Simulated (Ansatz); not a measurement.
A nudged elastic band was laid between two geometries of BrH + F6W (9 atoms, charge 0, multiplicity 1).

These are results of RKS PBE/def2-SVP in Ansatz 0.2.0, not measurements.

```
movable images  : 5
climbing image  : yes
spring          : 5.0 eV/Å²
optimiser       : quadratic models (default)
start path      : through a guess of the saddle point
force threshold : 0.05 eV/Å
iteration limit : 60
end points      : relaxed
```

Image 0:

```xyz
9
Properties=species:S:1:pos:R:3
W -0.183 -0.184 -0.264
F 0.136 0.151 1.550
F 1.649 -0.204 -0.578
F -0.228 1.646 -0.590
F -2.014 -0.169 0.069
F -0.144 -2.012 0.080
F -0.507 -0.523 -2.062
Br 2.518 2.586 2.482
H 1.520 1.571 2.673
```

Image 6:

```xyz
9
Properties=species:S:1:pos:R:3
W 0.306 0.306 -0.446
F -0.150 -0.147 3.182
F 1.800 -0.032 -1.511
F -0.045 1.795 -1.516
F -1.234 0.663 0.533
F 0.669 -1.235 0.527
F -0.727 -0.730 -1.610
Br 1.668 1.680 1.090
H 0.459 0.561 3.110
```

**Question.** What changes between the two ends?

**Answer.** Bonds broken: W1–F2, Br8–H9. Bonds formed: W1–Br8, F2–H9. BrH + F6W becomes BrF5W + FH.

**Question.** Give the energies along the band, and the barrier.

**Answer.** The run converged. The highest image is number 4 of 0 to 6, 92.6 kJ/mol above the first end and 30.5 kJ/mol above the last; the last end lies 62.1 kJ/mol above the first. A vibrational analysis at the climbing image gives one clearly imaginary mode, 97i cm⁻¹: a first-order saddle point. The orbitals stay closed-shell, which can raise the energy where a bond breaks towards radicals; this wasn't checked here.

```json
{"image": "0", "path coordinate (Å)": "0.00", "energy (kJ/mol)": "0.0", "W1–F2 (Å)": "1.87", "Br8–H9 (Å)": "1.44", "W1–Br8 (Å)": "4.74"}
{"image": "1", "path coordinate (Å)": "1.20", "energy (kJ/mol)": "0.0", "W1–F2 (Å)": "1.87", "Br8–H9 (Å)": "1.44", "W1–Br8 (Å)": "4.68"}
{"image": "2", "path coordinate (Å)": "2.39", "energy (kJ/mol)": "32.8", "W1–F2 (Å)": "1.89", "Br8–H9 (Å)": "1.44", "W1–Br8 (Å)": "3.84"}
{"image": "3", "path coordinate (Å)": "3.59", "energy (kJ/mol)": "89.4", "W1–F2 (Å)": "2.07", "Br8–H9 (Å)": "1.59", "W1–Br8 (Å)": "2.92"}
{"image": "4", "path coordinate (Å)": "4.79", "energy (kJ/mol)": "92.6", "W1–F2 (Å)": "2.90", "Br8–H9 (Å)": "2.34", "W1–Br8 (Å)": "2.54"}
{"image": "5", "path coordinate (Å)": "6.29", "energy (kJ/mol)": "66.0", "W1–F2 (Å)": "3.91", "Br8–H9 (Å)": "2.47", "W1–Br8 (Å)": "2.47"}
{"image": "6", "path coordinate (Å)": "7.79", "energy (kJ/mol)": "62.1", "W1–F2 (Å)": "3.68", "Br8–H9 (Å)": "2.61", "W1–Br8 (Å)": "2.47"}
```

**Question.** What is the geometry of the highest image?

**Answer.** 
```xyz
9
Properties=species:S:1:pos:R:3
W 0.120 0.328 -0.241
F 0.711 -0.482 2.476
F 1.907 -0.183 -0.327
F -0.015 1.783 -1.412
F -1.565 0.742 0.431
F -0.304 -1.384 0.352
F -0.175 -0.484 -1.904
Br 1.020 2.178 1.256
H 1.048 0.365 2.729
```

**Question.** What are the harmonic wavenumbers there?

**Answer.** 97i, 6, 26, 148, 156, 179, 195, 220, 225, 260, 296, 313, 342, 396, 479, 619, 670, 690, 703, 709, 3710 cm⁻¹.

Time of the run: 8.7 min on 4 threads of Arm Neoverse V1, with other jobs on the host, peak memory 0.28 GiB.
